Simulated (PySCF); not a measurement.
CuCl was optimised in PySCF in the def2-SVP basis family (density fitting, no spin–orbit coupling) with several functionals.

One of them gave a singlet of C∞v symmetry with a mean bond of 2.093 Å to Cu, wavenumbers 404 cm⁻¹ and a HOMO–LUMO gap of 3.72 eV.

Q: Which level of theory was it?
A. B3LYP
B. PBE
C. PBE0

A: A. That is B3LYP, with Cu–Cl 2.093 Å. The others give PBE0 2.083 Å and 410 cm⁻¹ for the highest mode; PBE 2.074 Å and 413 cm⁻¹ for the highest mode.

Each species is the lowest minimum found with this bonding; other isomers or fragments can lie lower.
